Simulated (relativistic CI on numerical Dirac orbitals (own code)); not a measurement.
## Hyperfine structure of Er XLVIII, mass number 167

Calculated at this level of theory: Dirac-Coulomb-Breit CI, separate exchange-only KLI orbitals for each configuration, model QED, unscaled Slater integrals (own radial code, finite nucleus).

Configuration list (outside the closed core [Ne]): 3s2 3p6 3d3, 3s2 3p5 3d4, 3s 3p6 3d4, 3s2 3p6 3d2 4s, 3s2 3p6 3d2 4p, 3s2 3p6 3d2 4d, 3s2 3p5 3d3 4s, 3s2 3p6 3d2 4f, 3s2 3p5 3d3 4p, 3s 3p6 3d3 4s, 3p6 3d4 4p, 3p6 3d5, 3p5 3d6, 3p5 3d5 4s, 3p6 3d4 4s, 3p5 3d4 4s2, 3s2 3p6 3d 4s2, 3s2 3p6 4s2 4p, 3s2 3p6 4s2 4d. Double excitations out of closed p, d and f shells are left out; levels of such configurations are missing from the list, as are those of other unlisted configurations, and high levels can miss mixing partners. These lack a partner that the ground configuration has and come out too high: 3s2 3p5 3d3 4p.

Nuclear spin I = 7/2, μ = -0.5623 μN, Q = 3.57 b (tables of Stone and Pyykkö). The electronic factors are computed for point nuclear moments, without core polarisation or the Bohr-Weisskopf and QED corrections.

```csv
Level,E (cm⁻¹),A (MHz),B (MHz)
3s2 3p6 3d3 4F_5/2,333979,-7382,-86200
3s2 3p6 3d3 4P_1/2,424186,4603,
3s2 3p6 3d3 4F_7/2,736998,-6162,-9750
3s2 3p6 3d3 4F_9/2,768548,-6357,61900
3s2 3p6 3d3 2P_1/2,831740,1839,
3s2 3p6 3d3 2H_11/2,841141,-7106,365000
```

Levels with J = 0, under 50 % of one LS term, or S terms without an open s electron are left out. Small factors come from cancelling terms and can be off by tens of per cent or more.

At this charge energies of transitions that change n are usually good to better than 1 %, and those within a shell (Δn = 0) to a few per cent.

Problem. Give the hyperfine levels of 3s2 3p6 3d3 4F_5/2 relative to its centre of gravity.

Solution. With K = F(F + 1) − I(I + 1) − J(J + 1), E = AK/2 + B[¾K(K + 1) − I(I + 1)J(J + 1)]/[2I(2I − 1)J(2J − 1)]: F = 1: 36890, F = 2: 46750, F = 3: 52290, F = 4: 42460, F = 5: 2470, F = 6: -86130 MHz.

LS names give the leading component of a level, which can be under half, so a name can repeat, a term be missing and a line seem to break the LS rules.
